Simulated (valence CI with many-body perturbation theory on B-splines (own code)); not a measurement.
**E1 line list for Yb³⁷⁺**

Method: valence CI with perturbative core correlation (CI+MBPT): five valence electrons over a frozen Dirac-Fock core [Ar] 3d10, a basis of 11 s, 11 p, 10 d, 8 f, 5 g, 2 h functions for each j, with the one-electron correlation potential Σ1, the two-electron term Σ2, the three-electron term Σ3, Breit, model QED; selected CI, second order for the rest, scaled by the run's own slope (own B-spline code, finite nucleus).

No measured spectrum was set against this ion. As an estimate, large intervals hold to a few tenths of a per cent, small ones and those within an open d or f shell to about a per cent. Among the levels kept, up to 2100 cm⁻¹ of a level comes from second order outside the variational space, and about a tenth of that is noise between levels of different J, which matters for small intervals.

Lines 1 to 50 of 555 in falling wavelength, among levels below 460.23 eV, chosen from the strongest by gf and those to the six lowest levels. Wavelengths and rates use the calculated energies. Electric multipoles are in the length gauge, E1 and E2 with the static RPA response of the core. Weak lines are less certain than strong ones. Lines between different terms over intervals too small for the method are left out, as are lines whose strength nearly cancels. Where a level lies close to another of its J and parity, the split of strength between their lines is uncertain. The highest levels of a list are the least certain.

Levels are named by their leading jj configuration (3d3/2^4 stands for four electrons in 3d with j = 3/2), which in mixed levels can hold well under half, so a name can repeat and another be missing. Letters in brackets count levels of one name in rising energy.

| λ vac (Å) | Upper | Lower | A (s⁻¹) | S (a.u.) with core polarisation | S without |
| --- | --- | --- | --- | --- | --- |
| 463.0 | (4s 4p1/2^2 4p3/2^2) J=3/2 | (4s^2 4p3/2^3) J=3/2 | 1.29e+07 | 2.53e-03 | 2.69e-03 |
| 199.5 | (4s^2 4p1/2 4p3/2 4d3/2) J=5/2 [a] | (4s^2 4p3/2^3) J=3/2 | 4.12e+07 | 9.69e-04 | 1.04e-03 |
| 198.3 | (4s^2 4p1/2 4p3/2 4d3/2) J=1/2 [a] | (4s^2 4p3/2^3) J=3/2 | 8.79e+07 | 6.77e-04 | 7.24e-04 |
| 179.4 | (4s 4p1/2^2 4d3/2^2) J=5/2 | (4s^2 4p1/2 4d3/2^2) J=3/2 | 3.65e+09 | 6.23e-02 | 6.65e-02 |
| 178.8 | (4s^2 4p1/2^2 4d3/2) J=3/2 | (4s^2 4p1/2 4p3/2^2) J=5/2 | 4.61e+08 | 5.19e-03 | 5.54e-03 |
| 178.5 | (4s 4p1/2 4p3/2^2 4d3/2) J=9/2 | (4s^2 4p3/2^2 4d3/2) J=7/2 | 2.70e+09 | 7.59e-02 | 8.11e-02 |
| 176.6 | (4s 4p1/2^2 4p3/2 4d3/2) J=7/2 | (4s^2 4p1/2 4p3/2 4d3/2) J=5/2 [b] | 3.83e+09 | 8.32e-02 | 8.88e-02 |
| 171.4 | (4s 4p1/2 4p3/2^3) J=3/2 [a] | (4s^2 4p3/2^3) J=3/2 | 8.11e+08 | 8.07e-03 | 8.63e-03 |
| 166.7 | (4s^2 4p1/2^2 4d3/2) J=3/2 | (4s^2 4p1/2 4p3/2^2) J=3/2 | 6.38e+07 | 5.83e-04 | 6.25e-04 |
| 166.4 | (4s 4p1/2^2 4d3/2 4d5/2) J=9/2 | (4s^2 4p1/2 4d3/2 4d5/2) J=7/2 [b] | 4.73e+09 | 1.08e-01 | 1.15e-01 |
| 160.1 | (4s^2 4p1/2 4p3/2 4d5/2) J=5/2 [a] | (4s^2 4p3/2^3) J=3/2 | 2.64e+09 | 3.21e-02 | 3.43e-02 |
| 158.7 | (4s 4p1/2^2 4p3/2 4d5/2) J=7/2 [a] | (4s^2 4p1/2 4p3/2 4d5/2) J=7/2 [b] | 3.58e+09 | 5.64e-02 | 6.03e-02 |
| 156.5 | (4s 4p1/2^2 4p3/2^2) J=5/2 | (4s^2 4p1/2 4p3/2^2) J=5/2 | 4.31e+09 | 4.90e-02 | 5.23e-02 |
| 156.1 | (4s 4p1/2^2 4p3/2 4d5/2) J=9/2 | (4s^2 4p1/2 4p3/2 4d5/2) J=9/2 | 5.29e+09 | 9.94e-02 | 1.06e-01 |
| 155.8 | (4s 4p1/2 4p3/2^2 4d5/2) J=9/2 [b] | (4s^2 4p3/2^2 4d5/2) J=7/2 | 4.31e+09 | 8.04e-02 | 8.59e-02 |
| 154.3 | (4s^2 4p1/2 4p3/2 4d3/2) J=5/2 [b] | (4s^2 4p3/2^3) J=3/2 | 3.71e+08 | 4.04e-03 | 4.30e-03 |
| 152.7 | (4s^2 4p1/2 4p3/2 4d3/2) J=3/2 [b] | (4s^2 4p3/2^3) J=3/2 | 2.14e+08 | 1.50e-03 | 1.61e-03 |
| 152.3 | (4s^2 4p1/2 4p3/2 4d3/2) J=1/2 [b] | (4s^2 4p3/2^3) J=3/2 | 1.50e+09 | 5.23e-03 | 5.57e-03 |
| 151.3 | (4s 4p1/2 4p3/2^2 4d5/2) J=11/2 | (4s^2 4p3/2^2 4d5/2) J=9/2 | 8.84e+09 | 1.82e-01 | 1.94e-01 |
| 150.7 | (4s 4p1/2^2 4d3/2^2) J=3/2 | (4s^2 4p1/2 4d3/2^2) J=5/2 | 7.62e+09 | 5.14e-02 | 5.49e-02 |
| 150.1 | (4s 4p1/2^2 4d3/2 4d5/2) J=7/2 [b] | (4s 4p1/2 4p3/2^2 4d3/2) J=7/2 [c] | 6.60e+09 | 8.81e-02 | 9.41e-02 |
| 150.1 | (4s 4p1/2 4p3/2^2 4d3/2) J=7/2 [b] | (4s^2 4p3/2^2 4d3/2) J=5/2 | 3.97e+09 | 5.30e-02 | 5.65e-02 |
| 148.7 | (4s 4p1/2^2 4p3/2 4d3/2) J=7/2 | (4s^2 4p1/2 4p3/2 4d3/2) J=7/2 | 6.44e+09 | 8.36e-02 | 8.92e-02 |
| 147.4 | (4s 4p1/2^2 4d3/2 4d5/2) J=7/2 [a] | (4s^2 4p1/2 4d3/2 4d5/2) J=7/2 [a] | 3.99e+09 | 5.04e-02 | 5.38e-02 |
| 147.2 | (4s 4p1/2^2 4p3/2^2) J=5/2 | (4s^2 4p1/2 4p3/2^2) J=3/2 | 6.77e+09 | 6.39e-02 | 6.82e-02 |
| 146.0 | (4s 4p1/2^2 4p3/2 4d5/2) J=9/2 | (4s^2 4p1/2 4p3/2 4d5/2) J=7/2 [a] | 1.11e+10 | 1.71e-01 | 1.82e-01 |
| 145.8 | (4s 4p1/2^2 4d3/2 4d5/2) J=9/2 | (4s^2 4p1/2 4d3/2 4d5/2) J=9/2 | 6.37e+09 | 9.76e-02 | 1.04e-01 |
| 144.8 | (4s 4p1/2^2 4p3/2 4d3/2) J=5/2 [a] | (4s^2 4p1/2 4p3/2 4d3/2) J=5/2 [a] | 7.20e+09 | 6.47e-02 | 6.91e-02 |
| 144.1 | (4s 4p1/2^2 4d3/2^2) J=5/2 | (4s^2 4p1/2 4d3/2^2) J=5/2 | 8.01e+09 | 7.10e-02 | 7.56e-02 |
| 138.0 | (4s 4p1/2 4p3/2^2 4d5/2) J=7/2 [e] | (4s^2 4p3/2^2 4d5/2) J=5/2 [b] | 6.27e+09 | 6.50e-02 | 6.93e-02 |
| 137.7 | (4s^2 4p1/2 4p3/2 4d5/2) J=3/2 [a] | (4s^2 4p3/2^3) J=3/2 | 2.22e+08 | 1.15e-03 | 1.22e-03 |
| 137.5 | (4s 4p1/2^2 4p3/2^2) J=1/2 | (4s^2 4p1/2 4p3/2^2) J=1/2 | 2.10e+10 | 5.39e-02 | 5.75e-02 |
| 135.8 | (4p1/2^2 4p3/2^3) J=3/2 | (4s 4p1/2 4p3/2^3) J=3/2 [b] | 1.09e+10 | 5.40e-02 | 5.76e-02 |
| 135.1 | (4s 4p1/2 4p3/2^2 4d5/2) J=5/2 [d] | (4s^2 4p3/2^2 4d5/2) J=5/2 [a] | 6.90e+09 | 5.04e-02 | 5.38e-02 |
| 134.5 | (4s 4p1/2 4p3/2^2 4d5/2) J=7/2 [d] | (4s^2 4p3/2^2 4d5/2) J=5/2 [a] | 6.69e+09 | 6.42e-02 | 6.86e-02 |
| 134.2 | (4s 4p1/2^2 4p3/2 4d5/2) J=5/2 [a] | (4s^2 4p1/2 4p3/2 4d5/2) J=5/2 [a] | 7.10e+09 | 5.08e-02 | 5.42e-02 |
| 133.4 | (4s^2 4p1/2 4p3/2 4d5/2) J=1/2 [a] | (4s^2 4p3/2^3) J=3/2 | 5.55e+09 | 1.30e-02 | 1.39e-02 |
| 133.3 | (4s 4p1/2^2 4p3/2 4d5/2) J=3/2 [a] | (4s^2 4p1/2 4p3/2 4d5/2) J=5/2 [a] | 2.12e+10 | 9.90e-02 | 1.06e-01 |
| 132.1 | (4s^2 4p1/2 4p3/2 4d5/2) J=5/2 [b] | (4s^2 4p3/2^3) J=3/2 | 3.71e+09 | 2.53e-02 | 2.70e-02 |
| 131.6 | (4s^2 4p1/2^2 4d5/2) J=5/2 | (4s^2 4p1/2 4p3/2^2) J=5/2 | 2.20e+09 | 1.49e-02 | 1.59e-02 |
| 131.6 | (4s 4p1/2^2 4p3/2 4d3/2) J=5/2 [b] | (4s^2 4p1/2 4p3/2 4d3/2) J=7/2 | 1.26e+10 | 8.53e-02 | 9.09e-02 |
| 130.8 | (4s 4p1/2^2 4d3/2 4d5/2) J=7/2 [b] | (4s 4p1/2 4p3/2^2 4d3/2) J=9/2 | 2.02e+10 | 1.78e-01 | 1.90e-01 |
| 128.9 | (4s 4p1/2^2 4p3/2 4d5/2) J=7/2 [b] | (4s^2 4p1/2 4p3/2 4d5/2) J=9/2 | 1.85e+10 | 1.56e-01 | 1.66e-01 |
| 128.1 | (4s 4p1/2^2 4p3/2 4d3/2) J=3/2 [b] | (4s^2 4p1/2 4p3/2 4d3/2) J=5/2 [a] | 1.21e+10 | 5.02e-02 | 5.35e-02 |
| 127.9 | (4s 4p1/2^2 4p3/2 4d5/2) J=5/2 [b] | (4s^2 4p1/2 4p3/2 4d5/2) J=7/2 [b] | 1.77e+10 | 1.10e-01 | 1.17e-01 |
| 127.8 | (4p1/2^2 4p3/2^3) J=3/2 | (4s^2 4p1/2 4p3/2 4d5/2) J=5/2 [c] | 1.34e+10 | 5.54e-02 | 5.91e-02 |
| 127.8 | (4s 4p1/2^2 4d3/2 4d5/2) J=5/2 [a] | (4s 4p1/2 4p3/2^2 4d3/2) J=7/2 [a] | 8.49e+09 | 5.24e-02 | 5.59e-02 |
| 127.4 | (4s^2 4p1/2 4p3/2 4d5/2) J=3/2 [b] | (4s^2 4p3/2^3) J=3/2 | 2.29e+09 | 9.37e-03 | 1.00e-02 |
| 127.1 | (4s 4p1/2^2 4p3/2 4d5/2) J=5/2 [a] | (4s 4p1/2 4p3/2^3) J=3/2 [a] | 7.74e+09 | 4.71e-02 | 5.02e-02 |
| 126.3 | (4s 4p1/2 4p3/2^2 4d5/2) J=5/2 [h] | (4s^2 4p3/2^2 4d5/2) J=5/2 [b] | 1.07e+10 | 6.38e-02 | 6.80e-02 |
